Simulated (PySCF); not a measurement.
## Radial density of P (phosphorus, neutral)

wB97M-V, [Ne] 3s2 3p2 4s1, 4s spin antiparallel (an excited configuration). Computed with PySCF 2.14 in x2c-TZVPPall with one added diffuse shell each of s, p, d type (6s6p4d1f, 51 functions), with the spin-free X2C one-electron Hamiltonian (Gaussian nucleus).

```tsv
r (bohr)	4πr²ρ (e/bohr)	4πr²(ρα − ρβ)
0.00186	0.1031	0.0000
0.00313	0.2764	-0.0001
0.00526	0.7084	-0.0002
0.00885	1.757	-0.0005
0.0149	4.065	-0.0011
0.0251	8.367	-0.0019
0.0421	14.08	-0.0006
0.0709	17.12	0.0130
0.119	13.45	0.0655
0.201	11.08	0.1657
0.337	15.80	0.1807
0.567	11.00	0.0057
0.954	2.781	0.2518
1.60	2.403	0.9689
2.70	1.023	0.5637
4.54	0.3529	-0.2201
7.64	0.06020	-0.0598
12.8	2.534e-05	0.0000
```

Densities and radii are taken from the X2C orbitals without a picture-change correction, which distorts them close to the nucleus.

The outer electron is Rydberg-like, and this basis confines it to a smaller radius and binds it less than a complete one would. With the s spin flipped the determinant is a mixture of two multiplicities, not a spectroscopic state.
